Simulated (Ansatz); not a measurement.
Mg₃O₂⁺. Total charge 1; doublet. Geometry PBE-D4/def2-SVP; atoms count from 1.

```xyz
5

Mg   -0.001   -0.001    0.001
Mg   -0.568   -1.437   -3.275
Mg    0.572    1.439    3.273
O    -0.289   -0.725   -1.650
O     0.286    0.723    1.652
```

Another isomer (doublet) lies 0.36 eV lower at PBE0-D4/def2-TZVP; other spin states weren't run for this one.

Problem. Estimate the Mulliken populations from the PBE0/def2-TZVP orbitals of Ansatz.

Solution. 
| atom | charge (e) | spin (α − β) |
| --- | --- | --- |
| Mg1 | 0.95 | 0.07 |
| Mg2 | 0.94 | 0.48 |
| Mg3 | 0.94 | 0.48 |
| O4 | -0.91 | -0.01 |
| O5 | -0.91 | -0.01 |
Mulliken values and Mayer orders depend strongly on the basis.

Problem. Where does the spin sit?

Solution. Summed by element: Mg 1.03, O -0.03, of 1 unpaired in all. Largest on single atoms: Mg3 0.48, Mg2 0.48, Mg1 0.07.

Problem. And the Mayer bond orders between bonded heavy atoms (over 0.3)?

Solution. Mg1–O4 0.81 (1.83 Å); Mg1–O5 0.81 (1.83 Å); Mg2–O4 0.96 (1.80 Å); Mg3–O5 0.96 (1.80 Å). Values over 0.3 also appear between atoms too far apart for a bond (Mg2–Mg3 0.40 at 7.24 Å); they arise where an orbital or an unpaired electron spreads over both atoms.
